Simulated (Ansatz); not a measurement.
Internal rotation in Ge(OH)4, SMILES [OH][Ge]([OH])([OH])[OH]. Scanned: dihedral O3–Ge2–O1–H6; all other coordinates were relaxed at B3LYP-D3(BJ)/def2-SVP. Points at φ and −φ are mirror images.

Geometry of the scan point at 80° (Å):
```
9

O     -0.5599     1.2648    -0.9633
Ge    -0.1171    -0.1620    -0.0244
O      1.1323     0.0744     1.1997
O      0.5404    -1.3371    -1.1647
O     -1.5790    -0.6526     0.8321
H      0.0745     1.4423    -1.6714
H      0.7584     0.3711     2.0410
H      1.1791    -1.9248    -0.7376
H     -2.3771    -0.4370     0.3298
```

Level of theory: CCSD(T) on RHF/cc-pVTZ, cores with 3d frozen // B3LYP-D3(BJ)/def2-SVP (Ansatz, an electronic-structure program).

Scanned values (°): -160, -140, -120, -100, -80, -60, -40, -20, 0, 20, 40, 60, 80, 100, 120, 140, 160, 180.

Locate the minima and the barriers on this grid.

Lower than their neighbours: -160° (0.18 kJ/mol), -80° (0.05 kJ/mol), -40° (0.00 kJ/mol), 40° (0.00 kJ/mol), 80° (0.05 kJ/mol), 160° (0.18 kJ/mol). Higher than their neighbours: -120° (2.21 kJ/mol), -60° (1.08 kJ/mol), 0° (2.06 kJ/mol), 60° (1.08 kJ/mol), 120° (2.21 kJ/mol), 180° (0.97 kJ/mol). The whole profile spans 2.21 kJ/mol.
